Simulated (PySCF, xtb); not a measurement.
C5H7FO, SMILES C=C1C[C@@](C)(F)O1.

GFN2-xTB (xtb) at its own geometry gives an orbital gap of 5.28 eV and a dipole moment of 2.99 D.

Coordinates come from a B3LYP-D3(BJ)/def2-SVP optimisation. The structure was generated by enumeration; whether it is a known compound was not checked.

### Question
What does PBE/def2-TZVP (PySCF) give? (Estimate from the structure and the level; the computed values follow.)

### Answer
gap 5.13 eV (levels -5.62 and -0.49 eV), dipole 2.31 D.
